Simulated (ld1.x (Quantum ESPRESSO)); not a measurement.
# What one change does to a pseudopotential (technetium (Tc), TM semilocal)

ld1.x (Quantum ESPRESSO) 7.5 input, shortened:

```
&input
   title='Tc', zed=43., rel=1, dft='PZ', iswitch=3,
   config='[Kr] 4d5 5s0 5p0'
 /
 &inputp
   pseudotype=1, tm=.true., lloc=0,
   nlcc=.false.
 /
3
5P  2  1   0.00   0.00  2.75  2.75  0.0
4D  3  2   5.00   0.00  1.55  1.55  0.0
5S  1  0   0.00   0.00  2.10  2.10  0.0
 &test
   configts(1)='4d5 5s0 5p0'
 /
```

Change: type PAW, which also changes the form from semilocal to separable; waves now 5s (bound): rcut 1.85, rcutus 2.10 bohr; 5s channel at -0.65 Ry: rcut 1.85, rcutus 2.10 bohr; 5p (bound): rcut 2.40, rcutus 2.75 bohr; 5p channel at -0.15 Ry: rcut 2.40, rcutus 2.75 bohr; 4d (bound): rcut 1.35, rcutus 1.55 bohr; 4d channel at -1.05 Ry: rcut 1.35, rcutus 1.55 bohr; local potential all-electron potential smoothed inside 1.70 bohr (lloc = -1); core correction a·sin(br)/r model core, default radius (ld1.x builds one for every PAW set, though the input has nlcc=.false.); augmentation PSQ, radius 1.10 bohr.

Cutoffs: the cutoffs (Ry, on a coarse ladder) from which the occupation-weighted sum of valence levels, in a spherical-Bessel basis at the reference potential, stays within 10 and 1 mRy of its value at 400 Ry; they do not see the model core or the augmentation charge, which bear on the density cutoff. Errors are all-electron minus pseudo energies relative to the spin-unpolarised reference configuration.

Q: What does the change do?

A: A bound ghost appears in p, which as a rule spoils a file; the number of tests with a reliable result goes from 9 to 0 (the test run of the changed file stopped, so its transferability is not established); the range in which the s phases agree widens (upper end 0.2 → 1.4); the range in which the p phases agree widens (upper end 1.2 → 4.0). In the semilocal form every listed channel keeps its own potential, so the choice of the local channel does not act on these tests. It acts once the file is put into the separable form. A semilocal file is local in each channel, so a ghost entry of none says nothing of the separable form that plane-wave codes build from it. Several settings change at once here, so the effects cannot be laid on one of them.

| quantity | base | changed |
| --- | --- | --- |
| cutoffs, loose and tight | 50 Ry, 60 Ry | not determined |
| bound ghosts | none | p (s not tested, overlap not positive) |
| tests with a reliable result | 9 of 9 | 0 of 9 (the test run stopped) |
| s: phases at 2.99 bohr within 0.05 rad from the reference energy up to (Ry; the scan ends near 5) | 0.2 | 1.4 |
| p: phases at 2.99 bohr within 0.05 rad from the reference energy up to (Ry; the scan ends near 5) | 1.2 | 4.0 |
| d: phases at 2.99 bohr within 0.05 rad from the reference energy up to (Ry; the scan ends near 5) | to the end of the scan | to the end of the scan |

Changed file: the overlap operator is not positive definite in a basis up to 400 Ry (lowest eigenvalue s -0.05), so the file is unfit for use: the generalised eigenproblem breaks down once the basis is large enough, and its test numbers describe a broken file. A true bound ghost makes a file unfit for plane-wave use even where its test errors are small: the radial tests pick states by their node count and pass the ghost by.
